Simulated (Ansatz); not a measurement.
H2Zn (SMILES [ZnH2]) moved off its minimum; all values from Ansatz (a quantum-chemistry and plane-wave program), cores frozen in correlated methods.
(charge 0, multiplicity 1)
```xyz
3

Zn    -0.0192    -0.0820    -0.0979
H      0.0310    -0.0138     1.4884
H     -0.0368     0.0133    -1.4857
```

Q: Give the forces (eV/Å), the total energy and the dipole at CCSD(T)/def2-TZVPPD.

A: 
```json
[
 {"atom": "Zn1", "Fx": "0.097", "Fy": "0.108", "Fz": "3.222"},
 {"atom": "H2", "Fx": "-0.039", "Fy": "-0.148", "Fz": "-0.595"},
 {"atom": "H3", "Fx": "-0.057", "Fy": "0.041", "Fz": "-2.628"}
]
```
Energy -1779.4297 hartree, dipole 0.44 D.
